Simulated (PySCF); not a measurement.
## Adding and removing an electron: SnH

UHF-MP2; PySCF, scalar-relativistic core potentials, basis sets Sn aug-cc-pVDZ-PP with ECP28, H aug-cc-pVDZ. Neutral (UHF): doublet (π ↑), Re = 1.771 Å, ωe = 1742 cm⁻¹, De = 2.33 eV.

SnH⁻ (UHF): triplet (π ↑↑), Re = 1.805 Å, ωe = 1559 cm⁻¹, De = 2.21 eV to Sn⁻ + H. The energies at the minima are -213.97648 hartree for SnH and -214.02101 for SnH⁻.

Task: Work out the adiabatic electron affinity, without and with harmonic zero-point energies (1 hartree = 27.2114 eV, 1 eV = 8065.5 cm⁻¹), and the change of the bond length.

Result: At UHF-MP2: 0.04453 hartree = 1.212 eV between the minima; the zero-point term (1742.0 − 1559.0)/2 cm⁻¹ = +0.011 eV makes it 1.223 eV. Re changes by +3.4 pm against the neutral. The electron enters a π orbital, which is non-bonding in a hydride.

Correlated steps freeze 4 core orbitals. Correlated levels converge slowly with the basis: in double zeta they bind strong bonds too weakly, by up to about 1 eV, and carry superposition errors of some tenths. Spin–orbit coupling is left out, which matters for elements this heavy, above all for dissociation energies. For an ion De counts to the pair picked by the measured ionisation energies or electron affinities, which need not be the lowest pair at this level. States were picked by a PBE0 search and need not be the measured ground states.
